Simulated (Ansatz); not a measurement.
Ansatz (an electronic-structure program) input (B3LYP-D3(BJ)/def2-TZVP):

Ansatz 0.2 input:
```yaml
crystal:
  periodic: [false, false, false]
  atoms:
    - {symbol: Si, position_ang: [-0.86502659, -0.33487268, 0.06425886]}
    - {symbol: S, position_ang: [1.03741509, 0.40160843, -0.07706481]}
    - {symbol: H, position_ang: [-1.25636575, -0.95344380, 1.38776091]}
    - {symbol: H, position_ang: [-1.99173224, 0.65087255, -0.15085727]}
    - {symbol: H, position_ang: [-1.24017115, -1.43494612, -0.90349071]}
basis:
  gaussian:
    orbitals: def2-TZVP
hamiltonian:
  xc: b3lyp
  dispersion: d3bj
total_charge: -1
phonons: {temperatures: {t_min: 298.15, t_max: 298.15, t_step: 100}}
```

Output:

```
Functional definition: B3LYP
integrals: 0.02 GiB planned
664 factors; their error is unknown
mean field: 0.23 GiB planned
mean field evaluation 1: about -18765.3655 eV, gradient 1.0e1 eV
mean field evaluation 2: about -18765.5393 eV, gradient 6.9e0 eV
mean field evaluation 4: about -18765.6483 eV, gradient 5.4e-1 eV
mean field evaluation 8: about -18765.6934 eV, gradient 8.7e-2 eV
mean field -18765.69342227 eV, -689.6265134246 hartree, gradient 4.3e-5 eV, S^2 0.000000; 0 other end points of the search recorded, 0 dependent functions left out
the calculation of the forces begins
reference -18765.69363920 eV, -689.6265213964 hartree; 17, 17 occupied and 75, 75 virtual orbitals, 664 factors
these checks for a lower state are left out or cut short: stability, starts, cluster_reference, orbital_swaps, neighbouring_geometries, increment
integrals: 0.02 GiB planned
664 factors; their error is unknown
mean field: 0.23 GiB planned
mean field evaluation 16: about -18765.6493 eV, gradient 1.3e-1 eV
mean field -18765.69333879 eV, -689.6265103568 hartree, gradient 2.0e-6 eV, S^2 0.000000; 0 other end points of the search recorded, 0 dependent functions left out
the calculation of the forces begins
reference -18765.69355570 eV, -689.6265183280 hartree; 17, 17 occupied and 75, 75 virtual orbitals, 664 factors
these checks for a lower state are left out or cut short: stability, starts, cluster_reference, orbital_swaps, neighbouring_geometries, increment
integrals: 0.02 GiB planned
664 factors; their error is unknown
mean field: 0.23 GiB planned
mean field -18765.69335068 eV, -689.6265107935 hartree, gradient 1.9e-6 eV, S^2 0.000000; 0 other end points of the search recorded, 0 dependent functions left out
the calculation of the forces begins
reference -18765.69356762 eV, -689.6265187660 hartree; 17, 17 occupied and 75, 75 virtual orbitals, 664 factors
these checks for a lower state are left out or cut short: stability, starts, cluster_reference, orbital_swaps, neighbouring_geometries, increment
integrals: 0.02 GiB planned
664 factors; their error is unknown
mean field: 0.23 GiB planned
mean field evaluation 32: about -18765.6933 eV, gradient 4.7e-5 eV
mean field -18765.69332652 eV, -689.6265099059 hartree, gradient 2.5e-6 eV, S^2 0.000000; 0 other end points of the search recorded, 0 dependent functions left out
the calculation of the forces begins
reference -18765.69354347 eV, -689.6265178784 hartree; 17, 17 occupied and 75, 75 virtual orbitals, 664 factors
these checks for a lower state are left out or cut short: stability, starts, cluster_reference, orbital_swaps, neighbouring_geometries, increment
integrals: 0.02 GiB planned
664 factors; their error is unknown
mean field: 0.23 GiB planned
mean field -18765.69334793 eV, -689.6265106926 hartree, gradient 2.0e-6 eV, S^2 0.000000; 0 other end points of the search recorded, 0 dependent functions left out
the calculation of the forces begins
reference -18765.69356484 eV, -689.6265186638 hartree; 17, 17 occupied and 75, 75 virtual orbitals, 664 factors
these checks for a lower state are left out or cut short: stability, starts, cluster_reference, orbital_swaps, neighbouring_geometries, increment
integrals: 0.02 GiB planned
664 factors; their error is unknown
mean field: 0.23 GiB planned
mean field -18765.69343371 eV, -689.6265138451 hartree, gradient 2.7e-6 eV, S^2 0.000000; 0 other end points of the search recorded, 0 dependent functions left out
the calculation of the forces begins
reference -18765.69365066 eV, -689.6265218178 hartree; 17, 17 occupied and 75, 75 virtual orbitals, 664 factors
these checks for a lower state are left out or cut short: stability, starts, cluster_reference, orbital_swaps, neighbouring_geometries, increment
integrals: 0.02 GiB planned
664 factors; their error is unknown
mean field: 0.23 GiB planned
mean field -18765.69338647 eV, -689.6265121091 hartree, gradient 2.9e-6 eV, S^2 0.000000; 0 other end points of the search recorded, 0 dependent functions left out
the calculation of the forces begins
reference -18765.69360337 eV, -689.6265200800 hartree; 17, 17 occupied and 75, 75 virtual orbitals, 664 factors
these checks for a lower state are left out or cut short: stability, starts, cluster_reference, orbital_swaps, neighbouring_geometries, increment
integrals: 0.02 GiB planned
664 factors; their error is unknown
mean field: 0.23 GiB planned
mean field -18765.69343478 eV, -689.6265138844 hartree, gradient 1.2e-6 eV, S^2 0.000000; 0 other end points of the search recorded, 0 dependent functions left out
the calculation of the forces begins
reference -18765.69365171 eV, -689.6265218565 hartree; 17, 17 occupied and 75, 75 virtual orbitals, 664 factors
these checks for a lower state are left out or cut short: stability, starts, cluster_reference, orbital_swaps, neighbouring_geometries, increment
integrals: 0.02 GiB planned
664 factors; their error is unknown
mean field: 0.23 GiB planned
mean field evaluation 64: about -18765.6933 eV, gradient 2.6e-5 eV
mean field -18765.69334990 eV, -689.6265107650 hartree, gradient 1.2e-6 eV, S^2 0.000000; 0 other end points of the search recorded, 0 dependent functions left out
the calculation of the forces begins
reference -18765.69356682 eV, -689.6265187366 hartree; 17, 17 occupied and 75, 75 virtual orbitals, 664 factors
these checks for a lower state are left out or cut short: stability, starts, cluster_reference, orbital_swaps, neighbouring_geometries, increment
integrals: 0.02 GiB planned
664 factors; their error is unknown
mean field: 0.23 GiB planned
mean field -18765.69339941 eV, -689.6265125844 hartree, gradient 1.7e-6 eV, S^2 0.000000; 0 other end points of the search recorded, 0 dependent functions left out
the calculation of the forces begins
reference -18765.69361632 eV, -689.6265205556 hartree; 17, 17 occupied and 75, 75 virtual orbitals, 664 factors
these checks for a lower state are left out or cut short: stability, starts, cluster_reference, orbital_swaps, neighbouring_geometries, increment
integrals: 0.02 GiB planned
664 factors; their error is unknown
mean field: 0.23 GiB planned
mean field -18765.69342657 eV, -689.6265135826 hartree, gradient 1.7e-6 eV, S^2 0.000000; 0 other end points of the search recorded, 0 dependent functions left out
the calculation of the forces begins
reference -18765.69364351 eV, -689.6265215550 hartree; 17, 17 occupied and 75, 75 virtual orbitals, 664 factors
these checks for a lower state are left out or cut short: stability, starts, cluster_reference, orbital_swaps, neighbouring_geometries, increment
integrals: 0.02 GiB planned
664 factors; their error is unknown
mean field: 0.23 GiB planned
mean field -18765.69340158 eV, -689.6265126644 hartree, gradient 1.7e-6 eV, S^2 0.000000; 0 other end points of the search recorded, 0 dependent functions left out
the calculation of the forces begins
reference -18765.69361850 eV, -689.6265206359 hartree; 17, 17 occupied and 75, 75 virtual orbitals, 664 factors
these checks for a lower state are left out or cut short: stability, starts, cluster_reference, orbital_swaps, neighbouring_geometries, increment
integrals: 0.02 GiB planned
664 factors; their error is unknown
mean field: 0.23 GiB planned
mean field -18765.69341732 eV, -689.6265132426 hartree, gradient 1.7e-6 eV, S^2 0.000000; 0 other end points of the search recorded, 0 dependent functions left out
the calculation of the forces begins
reference -18765.69363425 eV, -689.6265212147 hartree; 17, 17 occupied and 75, 75 virtual orbitals, 664 factors
these checks for a lower state are left out or cut short: stability, starts, cluster_reference, orbital_swaps, neighbouring_geometries, increment
integrals: 0.02 GiB planned
664 factors; their error is unknown
mean field: 0.23 GiB planned
mean field evaluation 96: about -18765.6934 eV, gradient 1.7e-6 eV
mean field -18765.69339314 eV, -689.6265123541 hartree, gradient 1.7e-6 eV, S^2 0.000000; 0 other end points of the search recorded, 0 dependent functions left out
the calculation of the forces begins
reference -18765.69361009 eV, -689.6265203267 hartree; 17, 17 occupied and 75, 75 virtual orbitals, 664 factors
these checks for a lower state are left out or cut short: stability, starts, cluster_reference, orbital_swaps, neighbouring_geometries, increment
integrals: 0.02 GiB planned
664 factors; their error is unknown
mean field: 0.23 GiB planned
mean field -18765.69337636 eV, -689.6265117372 hartree, gradient 1.4e-6 eV, S^2 0.000000; 0 other end points of the search recorded, 0 dependent functions left out
the calculation of the forces begins
reference -18765.69359326 eV, -689.6265197082 hartree; 17, 17 occupied and 75, 75 virtual orbitals, 664 factors
these checks for a lower state are left out or cut short: stability, starts, cluster_reference, orbital_swaps, neighbouring_geometries, increment
integrals: 0.02 GiB planned
664 factors; their error is unknown
mean field: 0.23 GiB planned
mean field -18765.69339794 eV, -689.6265125305 hartree, gradient 1.3e-6 eV, S^2 0.000000; 0 other end points of the search recorded, 0 dependent functions left out
the calculation of the forces begins
reference -18765.69361489 eV, -689.6265205031 hartree; 17, 17 occupied and 75, 75 virtual orbitals, 664 factors
these checks for a lower state are left out or cut short: stability, starts, cluster_reference, orbital_swaps, neighbouring_geometries, increment
integrals: 0.02 GiB planned
664 factors; their error is unknown
mean field: 0.23 GiB planned
mean field -18765.69339561 eV, -689.6265124447 hartree, gradient 1.8e-6 eV, S^2 0.000000; 0 other end points of the search recorded, 0 dependent functions left out
the calculation of the forces begins
reference -18765.69361251 eV, -689.6265204158 hartree; 17, 17 occupied and 75, 75 virtual orbitals, 664 factors
these checks for a lower state are left out or cut short: stability, starts, cluster_reference, orbital_swaps, neighbouring_geometries, increment
integrals: 0.02 GiB planned
664 factors; their error is unknown
mean field: 0.23 GiB planned
mean field -18765.69339269 eV, -689.6265123375 hartree, gradient 1.9e-6 eV, S^2 0.000000; 0 other end points of the search recorded, 0 dependent functions left out
the calculation of the forces begins
reference -18765.69360961 eV, -689.6265203092 hartree; 17, 17 occupied and 75, 75 virtual orbitals, 664 factors
these checks for a lower state are left out or cut short: stability, starts, cluster_reference, orbital_swaps, neighbouring_geometries, increment
integrals: 0.02 GiB planned
664 factors; their error is unknown
mean field: 0.23 GiB planned
mean field evaluation 128: about -18765.6934 eV, gradient 1.6e-6 eV
mean field -18765.69341772 eV, -689.6265132575 hartree, gradient 1.6e-6 eV, S^2 0.000000; 0 other end points of the search recorded, 0 dependent functions left out
the calculation of the forces begins
reference -18765.69363465 eV, -689.6265212295 hartree; 17, 17 occupied and 75, 75 virtual orbitals, 664 factors
Total energy: -18765.85666234 eV, -689.6325123865 hartree
Atom 0 at    -0.865027    -0.334873     0.064259 Å, force     0.000382     0.000164    -0.000032 eV/Å
Atom 1 at     1.037415     0.401608    -0.077065 Å, force    -0.000011    -0.000007     0.000001 eV/Å
Atom 2 at    -1.256366    -0.953444     1.387761 Å, force    -0.000081    -0.000116     0.000254 eV/Å
Atom 3 at    -1.991732     0.650873    -0.150857 Å, force    -0.000212     0.000169    -0.000037 eV/Å
Atom 4 at    -1.240171    -1.434946    -0.903491 Å, force    -0.000078    -0.000209    -0.000187 eV/Å
Dipole moment:    -0.265004    -0.102592     0.019686 e Å
Vibrations: 592.22 653.61 653.62 964.84 964.86 1002.67 2009.78 2009.79 2065.68 cm⁻¹, zero-point energy 0.676773 eV
```

It need not be the lowest isomer of its formula. Whether it binds its extra electron was not tested at this geometry.
